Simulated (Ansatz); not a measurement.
```xyz
7

Os    0.0000    0.0000    0.0000
F     0.0000    0.0000    1.8300
F     0.0000    0.0000   -1.8300
F     1.8300    0.0000    0.0000
F    -1.8300    0.0000    0.0000
F     0.0000    1.8300    0.0000
F     0.0000   -1.8300    0.0000
```

Basis set: def2-TZVP on F; def2-TZVPP on Os (spherical functions, with the set's core potentials past Kr). Charge 0, multiplicity 3.

Computed with Ansatz (development build ahead of 0.2.0); each method stands on the lowest determinant of its kind that the runs found. Restricted functionals stand beside restricted open-shell atoms, which can lie above the unrestricted atoms usual in DFT and then raise those values.

The atomization energy at this shape (free ground-state atoms in the same class of orbitals less the molecule, no zero-point energy) of triplet OsF6:

| method | atomization energy |
| --- | --- |
| PBE0 (unrestricted) | 2318.5 kJ/mol |
| PBE0 (restricted open-shell) | 2354.9 kJ/mol |
| UHF | 1051.8 kJ/mol |

**Question.** What does ωB97X (unrestricted) give?

**Answer.** 2323.8 kJ/mol. Caution: other spin multiplicities may lie lower.

The shape needn't be a minimum at these levels.
